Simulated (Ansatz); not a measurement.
Job for Ansatz (an electronic-structure program): U-CCSD(T)/def2-TZVPP on NaS+, 2S+1 = 3, a spin state set in the input, which need not be the lowest, a point of a bond scan (R = 2.857 Å). Charge +1.

Ansatz 0.2 input:
```yaml
crystal:
  periodic: [false, false, false]
  atoms:
    - {symbol: Na, position_ang: [0.00000000, 0.00000000, 0.00000000]}
    - {symbol: S, position_ang: [0.00000000, 0.00000000, 2.85671200]}
basis:
  gaussian:
    orbitals: def2-TZVPP
total_charge: 1
magnetization: {spin_polarized: true, initial_magnetization: 2}
correlation: {method: ccsd_t, electrons: valence}
output: {orbitals: {seedname: ./end}}
```

Q: Give the final energy of this run.

A: -559.5015 hartree (reference determinant -559.1898, T1 diagnostic 0.008).

Q: How many basis functions does it have, and what does it roughly cost on one machine?

A: 74 functions; roughly 11 core-seconds.
